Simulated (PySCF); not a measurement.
C3H8O2Si: full NMR table

* Formula: C3H8O2Si
* SMILES: COC[SiH2]C=O
* InChI: InChI=1S/C3H8O2Si/c1-5-3-6-2-4/h2H,3,6H2,1H3
* Point group of the computed structure: Cs
* Degrees of unsaturation: 1
* Carbon signals: 3
* Proton signals: 4

Bonds (- single, = double, # triple, : aromatic): C1-O2 1.404 Å, O2-C3 1.416 Å, C3-Si4 1.901 Å, Si4-C5 1.927 Å, C5=O6 1.205 Å. C1 carries H7, H8, H9; C3 carries H10, H11; Si4 carries H12, H13; C5 carries H14.

[PySCF: structure optimised with GFN2-xTB; shieldings: GIAO PBE0/pcSseg-1; one computed conformer; no solvent model; relativity neglected; averaged over atoms made equivalent by symmetry, fast rotation or ring inversion]

δ = σ(ref) − σ, references computed at the same level: 1H, 13C, 29Si against TMS; 17O vs H2O.

```tsv
carbon	δC, type	δH (multiplicity)	HMBC from (2–3 bonds)	span of the C tensor (ppm)
C1	65.5, CH3	3.47 (s)	H10/H11	93
C3	62.2, CH2	3.48 (t)	H14, H12/H13, H7/H8/H9	102
C5	247.0, CH	12.38 (t)	H12/H13, H10/H11	284
```

Other nuclei:
```json
{"atoms": "H12/H13", "nucleus": "1H", "environment": "hydrogen on a silicon bonded to 2 C", "δ (ppm)": "4.43", "σ (ppm)": "27.29"}
{"atoms": "Si4", "nucleus": "29Si", "environment": "silicon bonded to 2 C, 2 H", "δ (ppm)": "-57.2", "σ (ppm)": "406.4"}
{"atoms": "O6", "nucleus": "17O", "environment": "carbonyl oxygen", "δ (ppm)": "948.1", "σ (ppm)": "-612.0"}
{"atoms": "O2", "nucleus": "17O", "environment": "ether oxygen", "δ (ppm)": "-2.4", "σ (ppm)": "338.5"}
```

- Carbon types of the structure: 1 × CH, 1 × CH2, 1 × CH3, leaving 2 H on heteroatoms.
- δC 247.0: carbonyl carbon.
- δC 65.5: methyl carbon bonded to O; deshielded by the electronegative neighbour.
- δC 62.2: sp3 CH2 bonded to O and Si; pulled downfield by the heteroatom.
- δH 12.38: hydrogen on a carbonyl carbon.
- δH 3.48: hydrogen on an sp3 CH2 bonded to O and Si; its carbon carries O, an electronegative neighbour.

Shifts are as computed. Against solution values, carbons near 30 ppm lie about +3 ppm off and those near 130 ppm about +5 ppm. Of 1309 compounds with measured shifts, 239 miss one by over three times the rms of a fit or turn the order of signals round; such compounds aren't used in these exercises. Unscaled 17O shifts of doubly bonded oxygen tend to come out too high, by tens of ppm or more. Experimental scales use liquid or dissolved standards, which lie at an offset from isolated H2O (liquid H2O: subtract about 36 ppm). No couplings were computed; multiplicities are counted from neighbouring protons, with m where these are inequivalent, close in shift, in a saturated or five-membered ring or joined by F or P, and br s for small geminal =CH2 splittings.
